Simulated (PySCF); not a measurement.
What binds AgO: the parts of the energy along the bond

State: ²Π, doublet, unpaired electrons π ↑. ROHF-based CCSD(T) in PySCF 2.14 with Ag aug-cc-pVDZ-PP with ECP28, O aug-cc-pVDZ and Ag aug-cc-pVTZ-PP with ECP28, O aug-cc-pVTZ (frozen core orbitals: 5; scalar-relativistic core potentials). Correlation energies are extrapolated as n⁻³ (n = 2, 3), Hartree–Fock as (n+1)·exp(−9√n). All energies in eV from Ag (4d10 5s1) + O.

| R (Å) | HF/CBS | CCSD corr. | (T) | total |
| --- | --- | --- | --- | --- |
| 1.7589 | 0.731 | -1.858 | -0.2456 | -1.372 |
| 1.8389 | 0.216 | -1.712 | -0.2225 | -1.718 |
| 1.9188 | -0.083 | -1.604 | -0.2066 | -1.894 |
| 1.9988 | -0.228 | -1.525 | -0.1970 | -1.950 |
| 2.0787 | -0.264 | -1.467 | -0.1924 | -1.923 |
| 2.1786 | -0.203 | -1.418 | -0.1926 | -1.814 |
| 2.2786 | -0.067 | -1.387 | -0.1981 | -1.652 |

A fit to the total gives Re = 2.0084 Å, De = 1.951 eV, ωe = 489.7 cm⁻¹, Be = 0.3004 cm⁻¹ (masses 106.9051 and 15.9949 u).

**Question.** At R = 1.9988 Å the CCSD correlation energy is -0.495312 hartree in the smaller basis and -0.603241 in the larger. Extrapolate it.

**Answer.** (3³·E3 − 2³·E2)/(3³ − 2³) = -0.64868 hartree; the larger basis holds 93.0 % of it.

The T1 diagnostic is 0.039, large enough to doubt a single reference. The state was picked by a PBE0 search and need not be the measured ground state. Spin–orbit coupling, excitations beyond (T) and corrections to the Born–Oppenheimer picture are left out.
